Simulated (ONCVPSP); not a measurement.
silver, ONCV: configuration errors across variants

ONCVPSP 4.0.1 input, shortened (lines: element, Z, core and valence counts, functional; n l f; lmax; l rc ep ncon nbas qcut; lloc lpopt rc5 dvloc0; l nproj debl; icmod fcfact rcfact), PBE, scalar-relativistic:

```
  Ag 47.00    6    3        4      upf
    1    0    2.00
    2    0    2.00
    2    1    6.00
    3    0    2.00
    3    1    6.00
    3    2   10.00
    4    0    2.00
    4    1    6.00
    4    2   10.00
    2
    0    1.55    0.00    3    7    9.60
    1    1.55    0.00    4    8   10.40
    2    2.00    0.00    5   10    6.80
    0    5    1.55    0.00
    0    0    3.10
    1    2    3.70
    2    2    0.60
    0    0.00    0.00
```

All-electron excitation energies from the reference (eV): (1) 4s2 4p6 4d9 22.114; (2) 4s2 4p6 4d8 58.307; (3) 4s2 4p6 4d7 110.023.

3 further variants failed, have other tests or another functional or relativity, and are left out.

A true bound ghost makes a file unfit for plane-wave use even where its test errors are small: the radial tests pick states by their node count and pass the ghost by.

Errors AE − PS in meV (a dash: test not solved or not reliable):

```tsv
change	(1)	(2)	(3)	bound ghosts	GHOST(+) flags above zero
base	+8.8	+68	+244	none	none
s: nproj 1; local potential polynomial inside 1.50 bohr (lpopt 5, dvloc0 6 Ha)	+9.0	+69	+249	none	none
s: qcut 6.8	+9.4	+72	+260	none	none
all radii scaled by about 0.96 (s 1.48, p 1.48, d 1.92 bohr)	+6.1	+51	+189	none	none
d: rc 2.94	+102	+596	+1791	none	none
core correction Teter function, fcfact 4, rcfact 1.8	+7.7	+61	+222	none	none
s: qcut 12.7; p: qcut 13.7; d: qcut 9	+0.7	+24	+110	p	none
```

**Question.** Give the same row for: d: qcut 5.1.

**Answer.** +27, +189, +648; bound ghosts: none; GHOST(+) flags above zero: none.
